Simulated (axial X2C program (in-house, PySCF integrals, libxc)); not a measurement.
## Photoelectron levels of TeH⁻ by EOM-IP-CCSD

Calculated with an axial X2C code built on PySCF integrals: two-component X2C with atomic mean-field Coulomb and Gaunt terms, Gaussian nuclei, basis Te dyall-acv3z, H dyall-av3z with contracted cores.

R = 1.671 Å (near the PBE0 minimum at charge -1 of the determinant lowest at the starting distance; the state shown can have its own minimum elsewhere).

Hartree–Fock spinors of TeH⁻ (one of each Kramers pair; a window near the gap, which can cut inner shells):

```json
{"ω": "1/2", "occupied": "yes", "ε (eV)": "-14.94", "character": "62% Te s, 24% H s, 10% H p"}
{"ω": "1/2", "occupied": "yes", "ε (eV)": "-6.43", "character": "52% Te p, 31% H s, 10% Te s"}
{"ω": "1/2", "occupied": "yes", "ε (eV)": "-2.62", "character": "84% Te p, 10% H p, 5% H d"}
{"ω": "3/2", "occupied": "yes", "ε (eV)": "-2.04", "character": "85% Te p, 11% H p, 4% H d"}
{"ω": "1/2", "occupied": "no", "ε (eV)": "3.64", "character": "96% H s, 2% H p"}
{"ω": "1/2", "occupied": "no", "ε (eV)": "4.72", "character": "95% Te p, 4% Te s"}
{"ω": "1/2", "occupied": "no", "ε (eV)": "5.05", "character": "99% Te p"}
{"ω": "3/2", "occupied": "no", "ε (eV)": "5.10", "character": "99% Te p"}
{"ω": "1/2", "occupied": "no", "ε (eV)": "6.48", "character": "85% Te s, 8% Te d, 3% Te p"}
{"ω": "1/2", "occupied": "no", "ε (eV)": "7.80", "character": "34% Te d, 29% H p, 17% Te p"}
```

Vertical detachment energies of TeH⁻ to the states of TeH:

```tsv
Ω of TeH	vertical detachment energy (eV)	above lowest (cm⁻¹)	ionised spinor	one-hole weight
3/2	2.140	0	85% Te pπ, 11% H pπ	0.95
1/2	2.620	3875	84% Te pπ, 10% H pπ	0.95
1/2	6.030	31376	52% Te pσ, 31% H sσ, 10% Te sσ	0.93
```

**Question.** How far does the lowest EOM-IP-CCSD energy lie from the Koopmans value −ε of the highest filled spinor?

**Answer.** 2.140 eV against 2.04 eV, a shift of 0.10 eV: relaxation of the final state lowers the energy and the loss of correlation raises it.

**Question.** What is the splitting of the first π pair in the table, and is it regular or inverted?

**Answer.** E(3/2) − E(1/2) = 0 − 3875 = -3875 cm⁻¹ at EOM-IP-CCSD: inverted, Ω = 3/2 lower. Splittings at this level can be off by ten to twenty per cent.

This point took 12 s on 1 thread of Arm Neoverse V2, with other jobs on the host.

Reference electrons by ω block (each with its −ω partner): 1/2: 17, 3/2: 8, 5/2: 2. 18 electrons of TeH⁻ correlated (inner shells frozen), 84 natural virtual spinors (a truncated set); levels can be off by some tenths of an eV. Roots sought by Ω: (1/2: 4, 3/2: 3, 5/2: 1); the list ends where they run out and leaves out roots under 60 % one-particle weight. The solver can skip a root, and states that need a further excitation, which the method places far too high, are missing though they may lie low or lowest. T1 of the reference 0.009 (Lee–Taylor). Number of frozen shells: Te 4 s, 3 p, 1 d; H none.
